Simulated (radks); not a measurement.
Q: The mean radii <r> (bohr) of the occupied orbitals of an atom or ion are listed with their occupations. Calculated with a radial shooting solver on a logarithmic mesh with Libxc functionals: Dirac Kohn-Sham, relativistic LDA (MacDonald-Vosko exchange, VWN5 correlation), spin-unpolarised, spherical densities, finite nucleus; Fermi nuclear charge, rms radius of each element as measured or else 0.836 A^(1/3) + 0.57 fm.

| orbital | occ. | <r> |
|---|---|---|
| 1s1/2 | 2 | 0.02083 |
| 2s1/2 | 2 | 0.08739 |
| 2p1/2 | 2 | 0.07273 |
| 2p3/2 | 4 | 0.07974 |
| 3s1/2 | 2 | 0.2195 |
| 3p1/2 | 2 | 0.2080 |
| 3p3/2 | 4 | 0.2195 |
| 3d3/2 | 4 | 0.1906 |
| 3d5/2 | 1 | 0.1941 |

Name the element and its charge. Open shells, if any, fill j = l - 1/2 first.

A: Z = 67, holmium, charge +44: Ho44+ in [Ar] 3d5. The 1s radius gives Z: for a bare nucleus <r> = (2 gamma + 1)/(2Z) with gamma = sqrt(1 - (Z/c)^2), 0.02048 bohr for Z = 67, and screening makes it slightly larger (0.02083 here). The occupations add up to 23, and the charge is Z minus that.
